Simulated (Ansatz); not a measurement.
Job for Ansatz (an electronic-structure program): R-B3LYP/def2-TZVPP on HIMg (SMILES [MgH][I]), atoms moved off the minimum. Elements past Kr take the def2 small-core potentials; no spin–orbit coupling.

Ansatz 0.2 input:
```yaml
crystal:
  periodic: [false, false, false]
  atoms:
    - {symbol: Mg, position_ang: [-0.00797915, 0.00442611, -2.00825824]}
    - {symbol: H, position_ang: [-0.01093218, 0.03450049, -3.70394007]}
    - {symbol: I, position_ang: [-0.00651470, 0.01380959, 0.50709694]}
basis:
  gaussian:
    orbitals: def2-TZVPP
hamiltonian:
  xc: {name: B3LYP}
scf: {lower_state_search: off}
output: {forces: true}
```

It printed:

```
WARN ansatz: RAYON_NUM_THREADS=1 ignored (pool sized by the plan → 1); use --threads N
Functional definition: B3LYP
these checks for a lower state are left out or cut short: stability, starts, cluster_reference, orbital_swaps, neighbouring_geometries, increment
integrals: 0.03 GiB planned
758 factors; their error is unknown
mean field: 0.26 GiB planned
mean field evaluation 1: about -13565.3698 eV, gradient 1.5e1 eV
mean field evaluation 2: about -13565.5262 eV, gradient 1.6e1 eV
mean field evaluation 4: about -13566.2675 eV, gradient 7.0e-1 eV
mean field evaluation 8: about -13566.5018 eV, gradient 5.4e-1 eV
mean field evaluation 16: about -13566.5020 eV, gradient 2.1e-6 eV
mean field -13566.50197432 eV, -498.5597518509 hartree, gradient 2.1e-6 eV, S^2 0.000000; 0 other end points of the search recorded, 0 dependent functions left out
the calculation of the forces begins
reference -13566.50218684 eV, -498.5597596609 hartree; 19, 19 occupied and 77, 77 virtual orbitals, 758 factors
Total energy: -13566.50218684 eV, -498.5597596609 hartree
Atom 0 at    -0.007979     0.004426    -2.008258 Å, force    -0.001453     0.019713    -0.495357 eV/Å
Atom 1 at    -0.010932     0.034500    -3.703940 Å, force     0.000821    -0.013466     0.119564 eV/Å
Atom 2 at    -0.006515     0.013810     0.507097 Å, force     0.000632    -0.006247     0.375794 eV/Å
Dipole moment:     0.000710    -0.016426    -0.226160 e Å
Checks for a lower state left out: stability, starts, cluster_reference, orbital_swaps, neighbouring_geometries, increment
```

Self-consistency was reached.

Cost: about 2.4 core-seconds (a rough figure).
